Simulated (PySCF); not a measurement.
Stretching KTe⁺

Set-up: K def2-SVP, Te def2-SVP with ECP28; scalar-relativistic core potentials (PySCF 2.14). Energies in eV from K⁺ + Te in their ground configurations at the same level. State: ³Σ⁻ (triplet), unpaired electrons π ↑↑.

```json
{"R (Å)": "3.172", "PBE0": "-0.2632", "r²SCAN0": "-0.2236", "UHF-CCSD(T)": "", "PBE": "-0.2886"}
{"R (Å)": "3.320", "PBE0": "-0.3623", "r²SCAN0": "-0.3270", "UHF-CCSD(T)": "-0.3043", "PBE": "-0.3890"}
{"R (Å)": "3.468", "PBE0": "-0.4128", "r²SCAN0": "-0.3805", "UHF-CCSD(T)": "-0.3758", "PBE": "-0.4409"}
{"R (Å)": "3.578", "PBE0": "-0.4294", "r²SCAN0": "-0.3988", "UHF-CCSD(T)": "-0.4045", "PBE": "-0.4583"}
{"R (Å)": "3.689", "PBE0": "-0.4332", "r²SCAN0": "-0.4042", "UHF-CCSD(T)": "-0.4179", "PBE": "-0.4628"}
{"R (Å)": "3.800", "PBE0": "-0.4279", "r²SCAN0": "-0.4003", "UHF-CCSD(T)": "-0.4199", "PBE": "-0.4579"}
{"R (Å)": "3.947", "PBE0": "-0.4112", "r²SCAN0": "-0.3853", "UHF-CCSD(T)": "-0.4100", "PBE": "-0.4414"}
{"R (Å)": "4.132", "PBE0": "-0.3811", "r²SCAN0": "-0.3570", "UHF-CCSD(T)": "-0.3848", "PBE": "-0.4111"}
{"R (Å)": "4.353", "PBE0": "-0.3391", "r²SCAN0": "-0.3170", "UHF-CCSD(T)": "-0.3452", "PBE": "-0.3680"}
{"R (Å)": "4.648", "PBE0": "-0.2826", "r²SCAN0": "-0.2628", "UHF-CCSD(T)": "", "PBE": "-0.3092"}
```

Put a parabola through the three lowest points of the PBE0 curve and estimate Re, k and ωe (reduced mass 29.97 u; 1 eV/Å² = 0.16022 mdyn/Å; ωe = 1302.8·√(k/μ) cm⁻¹).

Through R = 3.578, 3.689, 3.8 Å the second-order coefficient is 0.369 eV/Å², so Re ≈ 3.680 Å, k ≈ 0.118 mdyn/Å and ωe ≈ 82 cm⁻¹. A polynomial fit of higher order to the unrounded PBE0 energies gives Re = 3.674 Å, k = 0.124 mdyn/Å, ωe = 83.8 cm⁻¹; anharmonicity and rounding make the difference.

The higher-order fit for each curve: PBE0: Re = 3.674 Å, ωe = 83.8 cm⁻¹, De = 0.433 eV; r²SCAN0: Re = 3.692 Å, ωe = 82.3 cm⁻¹, De = 0.404 eV; UHF-CCSD(T): Re = 3.766 Å, ωe = 82.1 cm⁻¹, De = 0.420 eV; PBE: Re = 3.681 Å, ωe = 84.0 cm⁻¹, De = 0.463 eV.

Correlated steps freeze 9 core orbitals. Correlated levels converge slowly with the basis: in double zeta they bind strong bonds too weakly, by up to about 1 eV, and carry superposition errors of some tenths. These are scalar-relativistic numbers at best; spin–orbit coupling would shift them, the dissociation energy most. For an ion De counts to the pair picked by the measured ionisation energies or electron affinities, which need not be the lowest pair at this level. The state is the lowest determinant that a PBE0 search found; another state may lie lower at other levels.
